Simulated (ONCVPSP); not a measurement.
iron (Fe): excitation energies, all-electron against ONCV

```json
{
  "Element": "iron",
  "Generator": "ONCVPSP 4.0.1",
  "Type": "optimised norm-conserving Vanderbilt (ONCV)",
  "Functional": "PBEsol",
  "Relativity": "fully relativistic",
  "Frozen core": "[Ne] 3s2",
  "Valence charge": "14",
  "Reference configuration": "3p6 3d6 4s1.5 (charge +0.5)",
  "Partial waves": "4s: rc 2.15 bohr, ncon 3, nbas 6, qcut 3.4 1/bohr, 2 projectors, debl 2 Ha; 3p: rc 1.20 bohr, ncon 3, nbas 6, qcut 11.3 1/bohr, 2 projectors, debl 0.9 Ha; 3d: rc 1.50 bohr, ncon 4, nbas 9, qcut 11.4 1/bohr, 1 projector",
  "Local potential": "polynomial inside 0.95 bohr (lpopt 5, dvloc0 6 Ha)",
  "Core correction": "none"
}
```

Open shells are filled in proportion to 2j + 1.

In the p channel the program set the typed energies aside and used -2.333, 0.250 Ha (j = l + 1/2; the other j can differ).

Energies are relative to the spin-unpolarised reference configuration 3p6 3d6 4s1.5; without spin polarisation the order of configurations can differ from experiment.

```tsv
valence configuration	charge	ΔE all-electron (eV)	error AE − PS (meV)
3p6 3d6 4s2	0	-3.494	-1.4
3p6 3d6 4s1	+1	5.251	-1.8
```

Problem. What are ΔE and the potential's error for 3p6 3d6.5 4s1.5?

Solution. ΔE = -4.225 eV all-electron; the error (AE − PS) is -6.1 meV.

Problem. What are ΔE and the potential's error for 3p6 3d6 4s0?

Solution. ΔE = 21.368 eV all-electron; the error (AE − PS) is -18 meV.

Levels in the configuration 3p6 3d6.5 4s1.5:

```json
{"level": "3p j=3/2", "all-electron (eV)": "-57.016", "pseudo (eV)": "-56.952"}
{"level": "3p j=1/2", "all-electron (eV)": "-58.548", "pseudo (eV)": "-58.483"}
{"level": "3d j=5/2", "all-electron (eV)": "-5.449", "pseudo (eV)": "-5.427"}
{"level": "3d j=3/2", "all-electron (eV)": "-5.593", "pseudo (eV)": "-5.570"}
{"level": "4s j=1/2", "all-electron (eV)": "-4.754", "pseudo (eV)": "-4.766"}
```

Note: ghosts flagged at negative energy: s at -15.2 eV; no localised positive-energy state flagged. A true bound ghost makes a file unfit for plane-wave use.
